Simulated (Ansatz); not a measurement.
Input file for Ansatz (an electronic-structure program): U-wB97X-V/aug-cc-pVTZ on BeFHO (SMILES [OH][Be][F]), a point of a bond scan (R = 0.763 Å).

Ansatz 0.2 input:
```yaml
crystal:
  periodic: [false, false, false]
  atoms:
    - {symbol: Be, position_ang: [0.02934244, 0.01481768, -0.02556009]}
    - {symbol: F, position_ang: [0.98280109, 0.52800817, -0.89505489]}
    - {symbol: O, position_ang: [-0.99864586, -0.46736623, 0.82454057]}
    - {symbol: H, position_ang: [-0.97845930, -0.95140474, 1.41403597]}
basis:
  gaussian:
    orbitals: aug-cc-pVTZ
hamiltonian:
  xc: {name: wB97X-V}
magnetization: {spin_polarized: true, initial_magnetization: 0}
```

### Question
Predict the final total energy.

### Answer
-190.5139 hartree.

### Question
How many basis functions does it have, and what does it roughly cost on one machine?

### Answer
161 functions; about 12 core-seconds (a rough figure).
